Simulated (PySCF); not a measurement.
Input of a response calculation (the driver script's job line, then coordinates in Å):

```
{"job": {"kind": "uv", "xc": "CAM-B3LYP", "basis": "def2-SVPD", "ip": true, "dynamic": false}, "charge": 0, "multiplicity": 1}
C      3.220633    -0.011297     0.958739
C      1.801891    -0.375056     0.691906
C      0.638893     0.352123     0.843542
N     -0.349038    -0.484672     0.432835
Ge    -2.216923    -0.271475     0.376638
N      0.175059    -1.660191     0.055036
N      1.451989    -1.598134     0.206816
H      3.567045     0.798362     0.297801
H      3.852130    -0.891839     0.779486
H      3.371390     0.318231     1.997815
H      0.448166     1.363541     1.194085
H     -2.720505    -1.392968    -0.526345
H     -2.466417     1.129576    -0.196694
H     -2.739941    -0.375902     1.814882
```

The program printed, after the SCF cycles:

```
converged SCF energy = -2359.2822235188

Static polarisability (au): isotropic 85.103, principal 63.077 81.699 110.532

Singlet excitations
state   eV       nm        f      main configurations
  1   5.7001    217.5   0.00553   H-1->L+2 0.81, H-1->L+5 0.09
  2   6.3103    196.5   0.08462   H->L+2 0.74, H->L+1 0.11
  3   6.5153    190.3   0.00512   H->L+1 0.77, H->L 0.08
  4   6.9305    178.9   0.00429   H->L 0.77
  5   7.1087    174.4   0.00207   H-2->L+2 0.42, H->L+3 0.15, H->L+7 0.14
  6   7.1812    172.7   0.00192   H-1->L+7 0.33, H-1->L+5 0.19, H-1->L+3 0.13
  7   7.2103    172.0   0.02890   H-1->L+1 0.81
  8   7.3046    169.7   0.00402   H-3->L+2 0.61
  9   7.3647    168.3   0.00072   H->L+4 0.56, H->L+3 0.22, H->L 0.09
 10   7.4301    166.9   0.03302   H-2->L+1 0.47, H-1->L 0.16, H->L+3 0.16

Triplet excitations (Tamm-Dancoff, eV): 4.3942 4.7748 5.5008 5.8847
Vertical ionisation energy (delta-SCF) = 9.1796 eV
```

Level of theory: TDDFT CAM-B3LYP/def2-SVPD, vertical, gas phase, core orbitals frozen in the response (PySCF). Isolated species at its PBE0-D3(BJ)/def2-SVP geometry, gas phase. The CAM-B3LYP/def2-SVPD calculation is non-relativistic and has no spin–orbit coupling, an omission that weighs most on germanium.

(1) What is the polarisability anisotropy, √(½[(α1 − α2)² + (α2 − α3)² + (α3 − α1)²])?

(2) Which orbital energies lie behind H and L?

(3) How many basis functions and electrons does this run hold?

(4) What is the gap between the lowest singlet and the lowest triplet?

(5) What transition dipole goes with state 2?

(6) Which species is it?

Answers

(1) 41.41 au.

(2) HOMO -8.46 eV and LUMO 0.70 eV, a gap of 9.16 eV; state 1 differs from that by -3.46 eV.

(3) 214 basis functions for 78 electrons in 39 doubly occupied orbitals.

(4) 5.7001 − 4.3942 = 1.3059 eV (full response against Tamm–Dancoff).

(5) |μ|² = 3f / (2ΔE) = 3 × 0.0846 / (2 × 0.2319) = 0.547 au, so |μ| = 1.88 D.

(6) `c1[n]([GeH3])nnc1C` (C3H7GeN3).

H and L stand for HOMO and LUMO.
